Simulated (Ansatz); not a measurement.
Diatomic BF-, multiplicity 2 (lowest of 2S+1 = 2, 4 at CCSD(T)/def2-TZVPP on PBE0 minima; our sources give no spin for the ground state, which may be another). The T1 diagnostic near the minimum is 0.049, so single-reference values are doubtful.

The constants come from a fifth-degree fit in 1/R (seven points, main isotopes). Runs in def2 and cc sets follow the lowest solution found near the PBE0 minimum.

Frozen-core correlation.

Programs: Ansatz (a quantum-chemistry and plane-wave program) with Gaussian orbitals. Values without a source in brackets are computed.

Problem. What bond length and harmonic frequency does SVWN5/def2-TZVPP give?

Solution. r_e = 1.349 Å, ω_e = 1071 cm⁻¹.

Problem. What bond length and harmonic frequency does wB97X-V/def2-TZVPP give?

Solution. r_e = 1.371 Å, ω_e = 1026 cm⁻¹.

Problem. What bond length and harmonic frequency does CCSD(T)/aug-cc-pVQZ give?

Solution. r_e = 1.303 Å, ω_e = 1141 cm⁻¹.
